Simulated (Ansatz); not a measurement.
`OBC[SiH3]` + `C=[CH][GaH][GeH3]` → `O[BH][GaH][GeH3]` + `C=CC[SiH3]`  (redistribution)

Isolated molecules relaxed with PBE0-D4/def2-TZVP in Ansatz; ΔE leaves out vibrations. CBS: MP2 limit from def2 TZ/QZ plus the TZ coupled-cluster correction, frozen cores. Functionals use def2-TZVPP. For Ga, Ge outer-core shells are correlated without core-valence functions, which leaves a few kJ/mol of doubt a bond. Scalar relativity is left out up to krypton. Each species was taken in one conformer, which may not be the lowest.

`OBC[SiH3]`:

Cartesian coordinates in Å:
```
O 0.916 2.006 0.059
B -0.199 1.252 0.235
C -0.054 -0.185 0.803
Si -0.027 -1.455 -0.583
H 0.733 2.865 -0.328
H -1.270 1.703 -0.087
H -0.907 -0.451 1.435
H 0.871 -0.310 1.374
H 0.049 -2.832 -0.026
H -1.260 -1.355 -1.410
H 1.147 -1.239 -1.470
```

`C=[CH][GaH][GeH3]`:

```xyz
11

C    -0.582   -0.623    1.862
C     0.693   -0.370    1.564
Ga    1.218    0.226   -0.219
Ge   -0.508    0.500   -1.931
H    -1.377   -0.509    1.128
H    -0.898   -0.954    2.849
H     1.433   -0.506    2.351
H     2.726    0.526   -0.556
H    -0.544    1.949   -2.457
H    -0.230   -0.404   -3.149
H    -1.931    0.165   -1.442
```

`O[BH][GaH][GeH3]`:

Cartesian coordinates in Å:
```
O -1.494 -1.580 1.606
B -0.193 -1.288 1.371
Ga 0.381 -0.669 -0.551
Ge 0.369 1.686 -1.251
H -1.676 -1.836 2.515
H 0.593 -1.368 2.285
H 0.909 -1.662 -1.660
H -0.097 2.667 -0.156
H -0.564 1.899 -2.463
H 1.772 2.151 -1.696
```

`C=CC[SiH3]`:

```xyz
12

C    -0.029    2.047    0.069
C     0.565    0.888    0.328
C     0.536   -0.313   -0.551
Si   -0.601   -1.647    0.148
H    -0.574    2.211   -0.856
H     0.010    2.871    0.771
H     1.095    0.774    1.272
H     1.536   -0.749   -0.650
H     0.188   -0.057   -1.556
H    -2.007   -1.164    0.154
H    -0.517   -2.885   -0.673
H    -0.202   -1.975    1.544
```

CCSD(T)/CBS gives +0.80 eV.

**Question.** Another level gave +0.76 eV. Which?
A. HF/def2-TZVPP
B. PBE-D4/def2-TZVPP
C. CAM-B3LYP-D4/def2-TZVPP
D. MP2/def2-TZVPP

**Answer.** C. CAM-B3LYP-D4 0.76, MP2/def2-TZVPP 0.86, PBE-D4 0.67, HF/def2-TZVPP 0.80 eV.

Largest T1 diagnostic among the species: 0.014.

From BLYP to BHLYP (50 % exact exchange), in def2-TZVPP and without D4, ΔE moves by +0.09 eV. Leaving LDA and LC-ωPBE aside and taking each functional with its dispersion term where it has one, the values, not all of them listed here, spread over 0.13 eV, from revPBE-D4 to PBE-QIDH.
